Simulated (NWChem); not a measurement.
System: C2H5BO3; SMILES OB(OC=C)O

Output (shortened):

```
             Northwest Computational Chemistry Package (NWChem) 7.3.0
             --------------------------------------------------------

 C1  symmetry detected

                             Geometry "geometry" -> ""
                             -------------------------

 Output coordinates in angstroms (scale by  1.889725989 to convert to a.u.)

  No.       Tag          Charge          X              Y              Z
 ---- ---------------- ---------- -------------- -------------- --------------
    1 C                    6.0000     0.46905218     2.15742437    -0.01940901
    2 C                    6.0000    -0.68364477     1.51255785     0.01177929
    3 O                    8.0000    -0.89655381     0.17113538     0.00665640
    4 B                    5.0000    -0.00045293    -0.84535152     0.00153562
    5 O                    8.0000    -0.56796752    -2.08378481    -0.01328081
    6 O                    8.0000     1.35198259    -0.64221942     0.01378728
    7 H                    1.0000     1.40803632     1.63751936    -0.05052828
    8 H                    1.0000     0.48740564     3.23150952    -0.01302242
    9 H                    1.0000    -1.63325154     2.03460222     0.04319673
   10 H                    1.0000     0.02548872    -2.83344569    -0.01534733
   11 H                    1.0000     1.90245093    -1.42437033     0.01649858

 Effective nuclear repulsion energy (a.u.)     224.7160017838

                                Z-matrix (autoz)
                                --------

 Units are Angstrom for bonds and degrees for angles

      Type          Name      I     J     K     L     M      Value
      ----------- --------  ----- ----- ----- ----- ----- ----------
    1 Stretch                  1     2                       1.32119
    2 Stretch                  1     7                       1.07376
    3 Stretch                  1     8                       1.07426
    4 Stretch                  2     3                       1.35822
    5 Stretch                  2     9                       1.08410
    6 Stretch                  3     4                       1.35509
    7 Stretch                  4     5                       1.36235
    8 Stretch                  4     6                       1.36766
    9 Stretch                  5    10                       0.95613
   10 Stretch                  6    11                       0.95644
   11 Bend                     1     2     3               128.22375
   12 Bend                     1     2     9               121.99706
   13 Bend                     2     1     7               121.82404
   14 Bend                     2     1     8               120.18422
   15 Bend                     2     3     4               129.58337
   16 Bend                     3     2     9               109.77887
   17 Bend                     3     4     5               113.98285
   18 Bend                     3     4     6               122.85245
   19 Bend                     4     5    10               117.01370
   20 Bend                     4     6    11               116.59596
   21 Bend                     5     4     6               123.16449
   22 Bend                     7     1     8               117.99171
   23 Torsion                  1     2     3     4           1.78996
   24 Torsion                  2     3     4     5        -179.51569
   25 Torsion                  2     3     4     6           0.64943
   26 Torsion                  3     2     1     7          -0.22554
   27 Torsion                  3     2     1     8         179.84034
   28 Torsion                  3     4     5    10        -179.86154
   29 Torsion                  3     4     6    11         179.48613
   30 Torsion                  4     3     2     9        -178.41518
   31 Torsion                  5     4     6    11          -0.33365
   32 Torsion                  6     4     5    10          -0.02724
   33 Torsion                  7     1     2     9        -179.99792
   34 Torsion                  8     1     2     9           0.06795

                           NWChem Geometry Optimization
                           ----------------------------

 maximum gradient threshold         (gmax) =   0.000450
 rms gradient threshold             (grms) =   0.000300
 maximum cartesian step threshold   (xmax) =   0.001800
 rms cartesian step threshold       (xrms) =   0.001200
 fixed trust radius                (trust) =   0.300000
 source of zmatrix                         =   autoz

          -------------------
          Energy Minimization
          -------------------

 Using diagonal initial Hessian
 Scaling for Hessian diagonals: bonds = 1.00  angles = 0.25  torsions = 0.10

          --------
          Step   0

                                 NWChem DFT Module
                                 -----------------

 Summary of "ao basis" -> "ao basis" (spherical)
 ------------------------------------------------------------------------------
       Tag                 Description            Shells   Functions and Types
 ---------------- ------------------------------  ------  ---------------------
 C                           6-31g*                  6       14   3s2p1d
 O                           6-31g*                  6       14   3s2p1d
 B                           6-31g*                  6       14   3s2p1d
 H                           6-31g*                  2        2   2s

[...]

      ----------------------
      Optimization converged
      ----------------------

  Step       Energy      Delta E   Gmax     Grms     Xrms     Xmax
  ---- ---------------- -------- -------- -------- -------- --------
@    5    -329.84776687 -6.3D-07  0.00004  0.00002  0.00073  0.00142
                                     ok       ok       ok       ok

                                Z-matrix (autoz)
                                --------

 Units are Angstrom for bonds and degrees for angles

[...]

 Rotational Constants
 --------------------
 A=   0.261385 cm-1  (  0.376066 K)
 B=   0.084569 cm-1  (  0.121673 K)
 C=   0.063903 cm-1  (  0.091940 K)

 Temperature                      =   298.15K
 frequency scaling parameter      =   1.0000

 Zero-Point correction to Energy  =   51.007 kcal/mol  (  0.081284 au)
 Thermal correction to Energy     =   55.307 kcal/mol  (  0.088137 au)
 Thermal correction to Enthalpy   =   55.899 kcal/mol  (  0.089081 au)

 Total Entropy                    =   82.085 cal/mol-K
   - Translational                =   39.320 cal/mol-K (mol. weight =  88.0332)
   - Rotational                   =   26.526 cal/mol-K (symmetry #  =        1)
   - Vibrational                  =   16.238 cal/mol-K

 Cv (constant volume heat capacity) =   23.452 cal/mol-K
   - Translational                  =    2.979 cal/mol-K
   - Rotational                     =    2.979 cal/mol-K
   - Vibrational                    =   17.493 cal/mol-K

[normal modes left out]

 ----------------------------------------------------------------------------
 Normal Eigenvalue ||           Projected Infra Red Intensities
  Mode   [cm**-1]  || [atomic units] [(debye/angs)**2] [(KM/mol)] [arbitrary]
 ------ ---------- || -------------- ----------------- ---------- -----------
    1        0.000 ||    0.001183           0.027         1.154       0.175
    2        0.000 ||    0.000040           0.001         0.039       0.006
    3        0.000 ||    0.003200           0.074         3.120       0.474
    4        0.000 ||    0.000837           0.019         0.816       0.124
    5        0.000 ||    0.000668           0.015         0.651       0.099
    6        0.000 ||    0.000008           0.000         0.008       0.001
    7       34.870 ||    0.000006           0.000         0.006       0.001
    8      130.767 ||    0.012063           0.278        11.760       1.787
    9      205.615 ||    0.004050           0.093         3.948       0.600
   10      325.014 ||    0.002066           0.048         2.014       0.306
   11      389.042 ||    0.003142           0.072         3.063       0.465
   12      438.138 ||    0.029294           0.676        28.558       4.339
   13      499.874 ||    0.229032           5.284       223.272      33.921
   14      610.095 ||    0.001434           0.033         1.398       0.212
   15      653.010 ||    0.064128           1.479        62.515       9.498
   16      732.922 ||    0.000023           0.001         0.023       0.003
   17      792.536 ||    0.004094           0.094         3.991       0.606
   18      873.886 ||    0.052187           1.204        50.874       7.729
   19      944.059 ||    0.185325           4.276       180.664      27.448
   20      994.208 ||    0.046523           1.073        45.352       6.890
   21     1007.358 ||    0.020806           0.480        20.282       3.081
   22     1056.831 ||    0.125878           2.904       122.712      18.643
   23     1247.165 ||    0.116957           2.698       114.015      17.322
   24     1380.320 ||    0.057784           1.333        56.331       8.558
   25     1411.102 ||    0.276356           6.376       269.406      40.931
   26     1448.162 ||    0.349419           8.061       340.631      51.752
   27     1487.570 ||    0.389722           8.991       379.920      57.721
   28     1718.421 ||    0.140591           3.244       137.055      20.823
   29     3190.435 ||    0.006180           0.143         6.025       0.915
   30     3207.610 ||    0.024436           0.564        23.821       3.619
   31     3298.251 ||    0.004910           0.113         4.786       0.727
   32     3800.072 ||    0.019731           0.455        19.234       2.922
   33     3819.309 ||    0.056034           1.293        54.625       8.299
 ----------------------------------------------------------------------------
```

Level: B3LYP/6-31G* (spherical d). 

**Question.** Reconstruct the input file.

**Answer.** One answer among several that fit: the input that was run:
```
start job
memory heap 200 mb stack 900 mb global 1100 mb
geometry units angstroms
  C     -2.230634     0.291392    -0.003311
  C     -1.482958    -0.797681    -0.024201
  O     -0.127688    -0.886534    -0.035115
  B      0.802529     0.098026     0.004967
  O      2.087679    -0.352517    -0.032581
  O      0.476508     1.424139     0.079995
  H     -1.798870     1.274412     0.011262
  H     -3.301884     0.211112     0.000576
  H     -1.915880    -1.791477    -0.038981
  H      2.779887     0.306455    -0.004474
  H      1.205009     2.043098     0.110960
end
basis spherical
  * library 6-31g*
end
dft
  xc b3lyp
  iterations 150
end
driver
  maxiter 120
end
task dft optimize
task dft freq
```
